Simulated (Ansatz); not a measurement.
`O[SiH2][CH2][GeH2][OH]` + HCl → `[OH][GeH2][CH2]Cl` + `O[SiH3]`  (substitution at a C–Si bond)

Computed with Ansatz on PBE0-D4/def2-TZVP structures; ΔE is electronic, products minus reactants. CCSD(T)/CBS adds triple-zeta CCSD(T) − MP2 to the extrapolated MP2 energy (def2 sets, frozen cores). This one scheme is used for every species. DFT in def2-TZVPP. For Ge outer-core shells are correlated without core-valence functions, which leaves a few kJ/mol of doubt a bond. Scalar relativity is left out up to krypton. One conformer a species, not always the lowest.

`O[SiH2][CH2][GeH2][OH]`:

```xyz
13

O     1.395    1.567    0.599
Si    0.020    1.650   -0.288
C    -1.138    0.243    0.156
Ge   -0.322   -1.498   -0.091
O     1.379   -1.238    0.453
H     1.740    0.664    0.669
H    -0.610    2.962    0.003
H     0.284    1.563   -1.755
H    -2.037    0.291   -0.468
H    -1.451    0.337    1.200
H    -0.931   -2.616    0.778
H    -0.286   -1.937   -1.569
H     1.958   -1.989    0.313
```

HCl:

Cartesian coordinates in Å:
```
Cl 0.425 -0.422 0.224
H -0.425 0.422 -0.224
```

`[OH][GeH2][CH2]Cl`:

```xyz
9

O    -0.677    1.767    0.426
Ge   -0.072    0.162    0.891
C     0.047   -0.925   -0.743
Cl    1.082   -0.069   -1.919
H    -0.150    2.146   -0.284
H    -1.118   -0.391    1.867
H     1.328    0.267    1.523
H    -0.932   -1.055   -1.201
H     0.491   -1.902   -0.560
```

`O[SiH3]`:

Z-matrix (Å, degrees):
```
Si
O 1 1.648
H 1 1.489 2 111.7
H 1 1.489 2 111.7 3 120.9
H 1 1.481 2 105.9 3 -119.6
H 2 0.957 1 117.9 3 -60.5
```

Task: Is it downhill or uphill in electronic energy at CCSD(T)/CBS, and by how much? (An estimate is asked.)

Result: Ansatz gave: Uphill: ΔE = +1.09 eV.

Task: What do these levels give: PBE-D4, ωB97X-V, PBE, CCSD(T)/def2-TZVPP, MP2/def2-QZVPP, SCS-MP2/def2-QZVPP? (Best estimate.)

Result: Ansatz gave: PBE-D4 1.05, ωB97X-V 1.04, PBE 0.99, CCSD(T)/def2-TZVPP 1.10, MP2/def2-QZVPP 1.12, SCS-MP2/def2-QZVPP 1.04 eV.

Largest T1 diagnostic among the species: 0.011.

In def2-TZVPP, CCSD(T) changes the Hartree–Fock value by +0.20 eV (the triples alone add +0.01 eV) and MP2 by +0.23 eV. The D4 term adds +0.09 eV with B3LYP and +0.05 eV with PBE0; it sums over pairs of atoms, weighted by their polarisabilities, and B3LYP, whose exchange is more repulsive, gets the larger term.

B3LYP here is the variant with VWN-RPA as its local correlation; programs differ in this.
